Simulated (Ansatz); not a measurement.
`CB(C)O` → `[CH2]` (triplet) + `CBO` at 600 K and 1 bar (formal loss of a carbene).

Isolated molecules relaxed with PBE0-D4/def2-TZVP in Ansatz; ΔE leaves out vibrations. CCSD(T)/CBS is the MP2 limit (def2-TZVPP, def2-QZVPP) plus CCSD(T) − MP2 in def2-TZVPP, frozen cores. This one scheme is used for every species. Triplets are unrestricted, without spin–orbit coupling. One conformer a species, not always the lowest.

| species | CCSD(T)/CBS energy (Eh) | H − E (kJ/mol) | S (J/(mol·K)) |
| --- | --- | --- | --- |
| `CB(C)O` | -180.36349 | 297.2 | 399.6 |
| `[CH2]` (triplet) | -39.09499 | 66.5 | 220.8 |
| `CBO` | -141.08489 | 208.4 | 331.4 |

H − E and S are ideal-gas, rigid-rotor, harmonic terms from PBE0-D4/def2-TZVP, for one conformer and one mirror image of each species, with the whole ground term of open shells counted as degenerate. 1 Eh = 2625.50 kJ/mol, R = 8.31446 J/(mol·K).

Question: By hand: ΔE, ΔH, ΔS and ΔG.

Answer: ΔE = (-39.09499) + (-141.08489) − (-180.36349) = 0.18361 Eh = 482.1 kJ/mol. Δ(H − E) = 66.5 + 208.4 − 297.2 = -22.3, so ΔH = 459.8 kJ/mol. ΔS = 220.8 + 331.4 − 399.6 = 152.6 J/(mol·K). ΔG = 459.8 − 600 × (152.6)/1000 = 368.2 kJ/mol.

Question: By hand: the equilibrium constant, and the temperature at which ΔG would vanish if ΔH and ΔS stayed fixed.

Answer: log₁₀ K = −ΔG/(RT ln 10) = -32.1. ΔG = 0 at ΔH/ΔS = 3013 K, far beyond where these terms or the molecules hold.

The number of gas molecules changes by +1, which sets the sign of ΔS. A doubt of 5 kJ/mol in ΔE shifts log₁₀ K by 0.4 here. Other conformers and mirror images would add mixing entropy, several J/(mol·K) or more a flexible species. A triplet takes part, so the spin changes. These are equilibria of isolated gas molecules and say nothing of rates. Largest T1 diagnostic: 0.012 (customary marks: 0.02 for closed shells, 0.045 for open ones).
